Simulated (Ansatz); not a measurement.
A set of 12 reactions (ligand exchange), with CCSD(T)/CBS values in kJ/mol:

```csv
reaction,ΔE
`C=C([SiH3])NC` + `OBF` → `FBO[SiH3]` + `C=CNC`,-90.8
`[NH2][Hf]([NH2])([NH2])[F]` + `CNC` → `C[N](C)[Hf]([NH2])([NH2])[F]` + NH₃,-5.7
`C[SiH2][Te][SiH3]` + `CBN[SiH3]` → `CBN([SiH3])[SiH3]` + `C[SiH2][TeH]`,27.5
`[BH2][Ga]([BH2])[F]` + `[SiH3]C[AsH2]` → `B[AsH]C[SiH3]` + `[BH2][GaH][F]`,-40.0
`B[SiH2]Br` + `N[SiH]([SiH3])S` → `BN[SiH]([SiH3])S` + `[SiH3]Br`,-165.7
`C[O][GeH]([F])[SH]` + H–F → `C[O][GeH]([F])[F]` + H₂S,-18.3
`[F][AlH][S][SiH3]` + CH₃OH → `C[O][AlH][S][SiH3]` + H–F,49.0
`O[SiH](O)/C=C\[SiH2]Cl` + `N[SiH2]F` → `O[SiH](O)N[SiH2]F` + `C=C[SiH2]Cl`,-74.2
`C=NBC[SiH3]` + `[CH3][In]([NH2])[OH]` → `[CH3][In]([NH2])[O][SiH3]` + `C=NBC`,-106.2
`[NH2][Ta]([OH])(=[S])[Cl]` + NH₃ → `[NH2][Ta]([NH2])([OH])=[S]` + HCl,81.5
`OB(O[SiH3])O[SiH3]` + H–F → `OB(F)O[SiH3]` + `O[SiH3]`,-19.9
`[NH2][Al]([SH])[O][SiH3]` + H₂S → `[SiH3][O][Al]([SH])[SH]` + NH₃,-22.5
```

Calculated with Ansatz (gas phase, PBE0-D4/def2-TZVP geometries, no zero-point term in ΔE). CCSD(T)/CBS is the MP2 limit (def2-TZVPP, def2-QZVPP) plus CCSD(T) − MP2 in def2-TZVPP, frozen cores. This one scheme is used for every species. DFT in def2-TZVPP. def2 core potentials past Kr. For As, Br, Ga, Ge, Hf, In, Ta, Te outer-core shells are correlated without core-valence functions, which leaves a few kJ/mol of doubt a bond. Scalar relativity is left out up to krypton. Each species was taken in one conformer, which may not be the lowest.

Task: Give the mean, mean absolute and largest difference (level minus CCSD(T)/CBS, kJ/mol) for: PBE-D4, r2SCAN-D4, PBE0-D4, ωB97X-V, ωB97M-V, B2PLYP, r2SCAN, PBE0, HF/def2-TZVPP, CCSD(T)/def2-TZVPP, HF/def2-QZVPP, MP2/def2-QZVPP, HF/CBS(def2), CCSD/CBS(def2). (Estimate.)

Result: The calculation gave: 
```tsv
level	mean	mean absolute	largest
PBE-D4	4.1	6.1	15.3
r2SCAN-D4	-0.2	2.9	-7.6
PBE0-D4	2.9	4.6	8.9
ωB97X-V	-0.3	3.2	-10.1
ωB97M-V	-0.4	3.0	-6.3
B2PLYP	-1.8	4.6	-10.9
r2SCAN	-0.2	3.5	-10.2
PBE0	2.7	5.1	-9.8
HF/def2-TZVPP	-5.9	14.0	-31.3
CCSD(T)/def2-TZVPP	-2.0	2.4	-6.2
HF/def2-QZVPP	-6.4	15.0	-33.3
MP2/def2-QZVPP	-1.0	3.1	8.4
HF/CBS(def2)	-6.4	15.1	-33.6
CCSD/CBS(def2)	-0.5	2.8	-5.3
```

The largest T1 diagnostic in the set is 0.020, for `[NH2][Ta]([NH2])([OH])=[S]` (customary mark 0.02).

CCSD(T)/CBS is a level of theory with its own doubt, and the functionals carry their triple-zeta basis error, so these figures describe this set and don't rank the functionals.
